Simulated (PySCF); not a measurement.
Electronic absorption of C4HF3O2

C4HF3O2.
InChI=1S/C4HF3O2/c5-3(4(6)7)2(9)1-8/h1H

Computed, not measured: PySCF 2.14.0, density-fitted response routines, TDDFT B3LYP/def2-SVPD, vertical, gas phase, core orbitals frozen in the response. Geometry: GFN2-xTB, one conformer, isolated molecule. Torsions of this conformer, `[O:1]=[CH:2][C:3](=[O:4])[C:5]([F:6])=[C:7]([F:8])[F:9]`: O1–C2–C3–O4 180°, C2–C3–C5–F6 0°.

| state | λ (nm) | E (eV) | f | symmetry | main configurations (H = HOMO, L = LUMO) |
| --- | --- | --- | --- | --- | --- |
| S1 | 494.6 | 2.51 | 0.0000 | – | H→L (98%) |
| S2 | 302.3 | 4.10 | 0.102 | A′ | H-1→L (96%) |
| S3 | 298.9 | 4.15 | 0.0002 | – | H-2→L (90%), H→L+1 (9%) |
| S4 | 242.3 | 5.12 | 0.0001 | – | H→L+1 (89%), H-2→L (9%) |
| S5 | 189.2 | 6.55 | 0.202 | A′ | H-1→L+1 (92%) |
| S6 | 182.3 | 6.80 | 0.026 | A′ | H→L+2 (94%) |
| S7 | 179.9 | 6.89 | 0.0002 | – | H-2→L+1 (85%), H-1→L+2 (11%) |
| S8 | 178.5 | 6.94 | 0.0084 | A″ | H-1→L+2 (78%), H-2→L+1 (11%) |

Triplets (Tamm–Dancoff): T1 2.00 eV, H→L (97%); T2 2.79 eV, H-1→L (92%); T3 3.58 eV, H-2→L (85%), H→L+1 (13%).

The lowest singlet comes at 495 nm (242 kJ/mol) in the visible; it is dark (f under 0.0005); its leading configuration is HOMO→LUMO (98%). The strongest level in the table is S5 at 6.55 eV (189 nm, f = 0.202). Löwdin shares by element: HOMO oxygen 62%, carbon 23% or more; LUMO oxygen 42%, carbon 37% or more (atoms not listed hold the other 21%). The oscillator strengths of these states sum to 0.338; summed over the whole spectrum of an exact calculation they would give the number of electrons, 68 (Thomas–Reiche–Kuhn). Of the 8 states listed, 3 reach f = 0.01 and 4 stay under 0.0005. Weighted by f, the mean energy of these states is 5.84 eV. S1 lies in the visible range (380 to 750 nm), at 495 nm, dark in the vertical dipole picture (f under 0.0005); light of that wavelength is blue-green, and its complementary colour is red; a Tamm–Dancoff triplet lies at 620 nm, without intensity as long as spin–orbit coupling is left out. Symmetry labels in Cs follow from the direction of the transition dipole and are given only for states with f of 0.002 or more. Singlets were solved by full linear response, triplets in the Tamm–Dancoff approximation.
